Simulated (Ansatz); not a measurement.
Start from `[CH3][AlH][OH]` and change one element to get `[CH3][AlH][TeH]`.

Ansatz, PBE0-D4/def2-TZVP geometries, multiplicity 1. Each molecule was computed in one conformer, which needn't be the lowest.

Elements past krypton have def2 core potentials.

```tsv
property	`[CH3][AlH][OH]`
size of the dipole moment (B3LYP/def2-TZVPP) / D	0.61
LUMO energy (B3LYP/def2-TZVPP) / eV	-0.68
LUMO energy (PBE0/def2-TZVPP) / eV	-0.45
HOMO–LUMO gap (PBE/def2-TZVPP) / eV	5.45
zero-point energy (PBE0-D4/def2-TZVP) / kJ/mol	146.4
HOMO–LUMO gap (B3LYP/def2-TZVPP) / eV	7.09
```

(1) Give the same properties after the change, and the shifts. (Best estimate.)

Results:

(1) The calculation gave: 
```json
{"property": "size of the dipole moment (B3LYP/def2-TZVPP) / D", "`[CH3][AlH][TeH]`": "1.06", "shift": "0.45"}
{"property": "LUMO energy (B3LYP/def2-TZVPP) / eV", "`[CH3][AlH][TeH]`": "-1.37", "shift": "-0.69"}
{"property": "LUMO energy (PBE0/def2-TZVPP) / eV", "`[CH3][AlH][TeH]`": "-1.20", "shift": "-0.75"}
{"property": "HOMO–LUMO gap (PBE/def2-TZVPP) / eV", "`[CH3][AlH][TeH]`": "3.81", "shift": "-1.64"}
{"property": "zero-point energy (PBE0-D4/def2-TZVP) / kJ/mol", "`[CH3][AlH][TeH]`": "129.7", "shift": "-16.7"}
{"property": "HOMO–LUMO gap (B3LYP/def2-TZVPP) / eV", "`[CH3][AlH][TeH]`": "5.10", "shift": "-1.99"}
```

With PBE0 the HOMO rises by 1.28 eV and the LUMO falls by 0.75 eV, so the gap narrows by about 2.03 eV. PBE moves the HOMO by 0.94 eV and ωB97M-V by 1.49 eV. Dipoles are sizes alone; their direction can turn.

B3LYP here is the variant with VWN-RPA as its local correlation; programs differ in this.

Spin–orbit coupling is left out; it splits and shifts lone-pair levels of the heavy atoms by tenths of an eV.
